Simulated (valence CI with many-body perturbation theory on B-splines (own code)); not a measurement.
## Energy levels of La I

Computed by relativistic CI+MBPT: three valence electrons over a frozen Dirac-Fock core [Xe], radial functions for each j: 7 s, 7 p, 7 d, 7 f, 4 g, 2 h, with the one-electron correlation potential Σ1, the two-electron term Σ2, the three-electron term Σ3, Breit, model QED; selected CI, second order for the rest, scaled by the run's own slope (own B-spline code, finite nucleus).

Set against measurement, 62 paired levels are off by 609 cm⁻¹ on average, the worst by 1408. These come from a selection out of the NIST Handbook of Basic Atomic Spectroscopic Data. Levels without a partner in it may be off by more, other configurations by several thousand cm⁻¹. 6 measured levels below the end of the list, from 15197 cm⁻¹ on, found no clear computed partner.

Levels 181 to 215 of 215, with energies above the lowest level, 5d 6s2 2D_3/2. "Leading %" is the weight of the configuration and term that name the level; weights of strongly mixed levels are sums over their largest components and can fall short. In the jj column 3d3/2^4 stands for four electrons in 3d with j = 3/2.

```tsv
No.	Configuration	Term	J	E (cm⁻¹)	Leading %	Leading jj	g
181	5f 6s 6p	2G	7/2	33159	24	5f7/2 6s 6p3/2 (16 %)	0.954
182	5d2 7p	4F°	3/2	33229	13	5d3/2^2 7p3/2 (35 %)	1.136
183	4f 6s 6p	2G	9/2	33294	25	5f7/2 6s 6p3/2 (18 %)	1.136
184	5d2 6d	4D	5/2	33300	11	5f7/2 6s 6p3/2 (20 %)	1.240
185	5d2 7p	4F°	5/2	33344	45	5d3/2^2 7p3/2 (68 %)	0.929
186	5f 6s 6p	2D	3/2	33359	12	5f7/2 6s 6p3/2 (22 %)	0.897
187	5d2 6d	4H	7/2	33368	21	5d3/2 5d5/2 6d3/2 (58 %)	0.928
188	5d2 7p	4D°	1/2	33402	67	5d3/2^2 7p3/2 (73 %)	0.132
189	5d2 7p	4D°	3/2	33521	29	5d3/2^2 7p3/2 (27 %)	1.148
190	5d2 6d	4D	5/2	33522	36	5d3/2 5d5/2 6d5/2 (74 %)	1.150
191	5d2 6d	2P	1/2	33529	31	5d3/2 5d5/2 6d5/2 (58 %)	0.696
192	5d2 6d	4G	9/2	33552	49	5d3/2 5d5/2 6d5/2 (36 %)	1.129
193	5d2 6d	4H	11/2	33559	71	5d3/2 5d5/2 6d5/2 (83 %)	1.156
194	5d2 7p	4G°	7/2	33588	68	5d3/2^2 7p3/2 (52 %)	1.004
195	5d2 6d	4P	3/2	33599	35	5d3/2 5d5/2 6d3/2 (28 %)	1.466
196	5d2 6d	4F	3/2	33639	23	5d3/2^2 6d3/2 (24 %)	0.850
197	4f 5d2	4H°	9/2	33648	60	4f5/2 5d3/2 5d5/2 (54 %)	0.996
198	5d2 6d	2F	7/2	33702	26	5d3/2 5d5/2 6d5/2 (23 %)	1.142
199	5d 6s 6d	2F	5/2	33742	34	5d3/2 6s 6d5/2 (24 %)	0.946
200	4f 5d2	4I°	9/2	33845	83	4f5/2 5d3/2^2 (56 %)	0.739
201	5d2 6d	4P	1/2	33851	37	5d3/2 5d5/2 6d5/2 (33 %)	2.096
202	5d2 6d	4F	3/2	33913	22	5d3/2^2 6d3/2 (19 %)	0.832
203	5d2 6d	2G	9/2	33936	27	5d3/2 5d5/2 6d5/2 (23 %)	1.062
204	5d2 7p	4F°	5/2	34000	35	5d3/2 5d5/2 7p1/2 (66 %)	0.963
205	5d2 7p	4F°	7/2	34067	56	5d3/2 5d5/2 7p3/2 (42 %)	1.205
206	5d2 6d	4D	7/2	34135	19	5d3/2 5d5/2 6d5/2 (24 %)	1.056
207	5d2 6d	4D	3/2	34160	22	5d3/2 5d5/2 6d3/2 (32 %)	1.204
208	5d2 6d	4F	5/2	34176	22	5d3/2 5d5/2 6d3/2 (27 %)	0.959
209	5d2 6d	2D	5/2	34208	22	5d3/2 6s 6d5/2 (16 %)	1.161
210	5d 6s 6d	2F	7/2	34217	32	5d3/2 6s 6d5/2 (30 %)	1.154
211	5d2 6d	4G	11/2	34231	70	5d5/2^2 6d5/2 (39 %)	1.244
212	5d 6s 6d	4D	1/2	34238	26	5d3/2 6s 6d3/2 (46 %)	0.868
213	5d2 6d	2H	9/2	34266	61	5d3/2 5d5/2 6d3/2 (29 %)	0.974
214	5d2 7p	4D°	5/2	34293	54	5d3/2 5d5/2 7p3/2 (59 %)	1.217
215	5d2 7p	2D°	3/2	34303	30	5d3/2 5d5/2 7p3/2 (33 %)	1.051
```

Names give the largest LS component (configuration and term), which can be under half, so a name can repeat, a term be missing and a line seem to break the LS rules; names also repeat where a configuration has a term twice.

Where two levels of one J and parity lie close, their mixing, g and order are uncertain.
